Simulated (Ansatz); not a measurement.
Input:

```yaml
crystal:
  periodic: [false, false, false]
  atoms:
    - { symbol: B, position_ang: [-0.89334, 1.04195, -0.02776] }
    - { symbol: Si, position_ang: [0.52712, -0.21002, 0.37155] }
    - { symbol: O, position_ang: [1.57809, -0.22435, 1.46256] }
    - { symbol: O, position_ang: [0.43206, -1.38244, -0.75561] }
    - { symbol: H, position_ang: [-0.71729, 1.96695, -0.72097] }
    - { symbol: H, position_ang: [0.5211, 0.62096, 1.54758] }
    - { symbol: H, position_ang: [1.02798, -2.1285, -0.78326] }
basis:
  gaussian: { orbitals: def2-SVP }
hamiltonian:
  xc: revpbe
  dispersion: d4
relax:
  f_tol: 0.02
  max_steps: 50
output:
  orbitals: {}
```

Run as:

```bash
$ ansatz run input.yaml --threads 1 --pin off --max-ram 2048MiB --backend cpu --events-out ev --progress --plain --runs-dir out
```

Hardware: 1 thread of Arm Neoverse N1, with other jobs on the host.

Problem. Roughly how long does this run take, and how much memory?

Solution. 71 s, with a peak of 0.15 GiB, for 20 ionic steps.
